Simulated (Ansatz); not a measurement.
C3H8Si, SMILES `C=[Si](C)C` (charge 0, multiplicity 1).

Calculation: Ansatz (an electronic-structure program) with HSE06/cc-pVTZ // PBE0-D3(BJ)/def2-TZVP.

Ansatz 0.2 input:
```yaml
crystal:
  periodic: [false, false, false]
  atoms:
    - { symbol: C, position_ang: [-1.035721, -1.661909, 0.040717] }
    - { symbol: Si, position_ang: [-0.137322, -0.220428, 0.007026] }
    - { symbol: C, position_ang: [1.72306, -0.188961, -0.056578] }
    - { symbol: C, position_ang: [-0.927719, 1.46508, 0.026879] }
    - { symbol: H, position_ang: [-2.119282, -1.668296, 0.074093] }
    - { symbol: H, position_ang: [-0.564792, -2.638258, 0.025674] }
    - { symbol: H, position_ang: [2.076525, 0.316787, -0.959172] }
    - { symbol: H, position_ang: [2.120289, -1.205102, -0.052293] }
    - { symbol: H, position_ang: [2.136323, 0.348178, 0.801334] }
    - { symbol: H, position_ang: [-0.589121, 2.0475, 0.887956] }
    - { symbol: H, position_ang: [-2.013854, 1.374477, 0.076339] }
    - { symbol: H, position_ang: [-0.668385, 2.03093, -0.871977] }
basis:
  gaussian: { orbitals: cc-pVTZ }
hamiltonian:
  xc: hse06
```

Output:

```
Functional definition: HSE06
1283 factors; their error is unknown
119 factors; integrals over basis functions are off by at most 5.2e-7 eV
mean field evaluation 1: about -11095.9727 eV, gradient 8.3e1 eV
mean field evaluation 2: about -11082.0630 eV, gradient 9.8e1 eV
mean field evaluation 4: about -11111.9255 eV, gradient 7.9e0 eV
mean field evaluation 8: about -11112.0715 eV, gradient 4.8e-2 eV
mean field evaluation 16: about -11112.0934 eV, gradient 4.5e-5 eV
mean field -11112.09338539 eV, -408.3618998658 hartree, gradient 4.5e-5 eV, S^2 0.000000; 0 other end points of the search recorded, 0 dependent functions left out
reference -11112.09342402 eV, -408.3619012854 hartree; 20, 20 occupied and 216, 216 virtual orbitals, 1283 factors
Total energy: -11112.09342402 eV, -408.3619012854 hartree
```
